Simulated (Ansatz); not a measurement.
Coupled-cluster diagnostics for the cluster CuO₂, Ansatz.

Geometry of the doublet (r2SCAN-D4/def2-TZVP):

```xyz
3

Cu    0.001   -0.004   -0.003
O     0.200   -1.278   -1.105
O    -0.200    1.282    1.108
```

Correlated methods freeze 11 core orbitals. Another isomer (doublet) lies 0.83 eV lower at PBE0-D4/def2-TZVP; other spin states weren't run for this one.

(1) Estimate the CCSD(T) correlation energy, the shares of MP2 and (T), T1 and the reference's ⟨S²⟩ for: charge 0, doublet, own geometry in def2-TZVPP; and the rough time on 2 threads of Arm Neoverse V2 on a shared host.

Answers

(1) 
```
                          state       basis  correlation (eV)  MP2 share (%)  (T) share (%)     T1  ⟨S²⟩ (pure)  wall time            remarks
charge 0, doublet, own geometry  def2-TZVPP           -22.289           96.2            3.5  0.045  1.77 (0.75)       94 s  spin-contaminated
```
Customary marks for T1 are 0.02 (closed shells), 0.045 (open shells) and about 0.05 (3d metals). T1 exceeds 0.02 in 1 of 1 rows and 0.045 in 0; the higher it lies, the less the single-reference result can be trusted.
